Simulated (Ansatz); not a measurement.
`C[NH][Sn]([Cl])([NH]C)[NH]C`, charge 0, multiplicity 1.

(1) Give a relaxed structure at PBE0-D4/def2-TZVP (the Gaussian-basis code of Ansatz). (An estimate is asked.)

## Answers

(1) Computed: 
Z-matrix (Å, degrees):
```
C
N 1 1.453
H 1 1.093 2 109.7
H 1 1.095 2 110.0 3 117.0
H 1 1.099 2 114.9 3 -121.3
Sn 2 2.013 1 119.3 3 50.0
H 2 1.011 1 112.1 3 -176.3
N 6 1.995 2 106.2 1 -80.8
N 6 2.008 2 122.6 1 38.6
Cl 6 2.341 2 103.5 1 155.8
C 8 1.453 6 121.2 2 -175.5
H 8 1.010 6 112.8 2 -37.9
C 9 1.451 6 121.2 2 68.0
H 9 1.011 6 112.9 2 -69.9
H 11 1.097 8 114.1 6 79.4
H 11 1.095 8 110.2 6 -158.9
H 11 1.092 8 109.6 6 -41.2
H 13 1.092 9 109.5 6 44.1
H 13 1.099 9 114.6 6 -76.9
H 13 1.095 9 110.1 6 161.4
```
This is one stationary point; other conformers may exist.
